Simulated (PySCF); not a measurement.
H2W, neutral, multiplicity 5. Atoms are numbered in the order given.

```xyz
3

W      0.0000     0.0000    -0.0252
H      0.0000     1.4229     0.9342
H      0.0000    -1.4229     0.9342
```
Charge 0, spin multiplicity 5.

Geometry: PBE-D3(BJ)/def2-TZVPD. The spin state was assumed, not searched. The def2 effective core potentials stand for the cores of W; spin–orbit coupling is left out.

All values below come from TDA-LC-ωPBE/def2-TZVPD (PySCF).

Vertical excitations. The molecule is in vacuum.

```
state    energy (eV)  λ (nm)      f                            main pairs
-------  -----------  ------  -----  ------------------------------------
root 1          1.82     681  0.001                  α HOMO−3→LUMO+1 77 %
root 2          1.83     679  0.006                  α HOMO−1→LUMO+1 86 %
root 3          1.84     674  0.000                  α HOMO−2→LUMO+1 86 %
root 4          2.05     605  0.003                    α HOMO→LUMO+1 78 %
root 5          2.43     510  0.000                    α HOMO−1→LUMO 87 %
root 6          2.44     507  0.007                    α HOMO−2→LUMO 85 %
root 7          2.48     500  0.003  α HOMO−3→LUMO 44 %, α HOMO→LUMO 43 %
root 8          2.97     417  0.062  α HOMO→LUMO 45 %, α HOMO−3→LUMO 40 %
root 9          3.44     360  0.025                  α HOMO−1→LUMO+2 86 %
root 10         3.50     354  0.063                  α HOMO−2→LUMO+2 82 %
```
Unrestricted roots are not spin-pure.
